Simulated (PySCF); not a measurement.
Sn(H)(Cl)2(Me), SMILES [CH3][SnH]([Cl])[Cl] (CH₄Cl₂Sn) (PBE0/def2-SVP optimised geometry):

```
8

Sn     0.216    -1.228     0.000
C     -0.851     0.615     0.000
Cl    -0.471    -2.456     1.884
Cl    -0.467    -2.459    -1.884
H      1.923    -1.228     0.000
H     -0.526     1.228     0.851
H     -0.662     1.148    -0.942
H     -1.923     0.393     0.092
```

Level of theory: PBE0/def2-TZVP, def2 effective core potentials past Kr run with PySCF.

Question: What are the frontier orbital energies and the dipole moment?

Answer: HOMO-2 -9.05 eV, HOMO-1 -8.89 eV, HOMO -8.62 eV, LUMO -1.27 eV, LUMO+1 -0.33 eV; dipole moment 3.51 D.
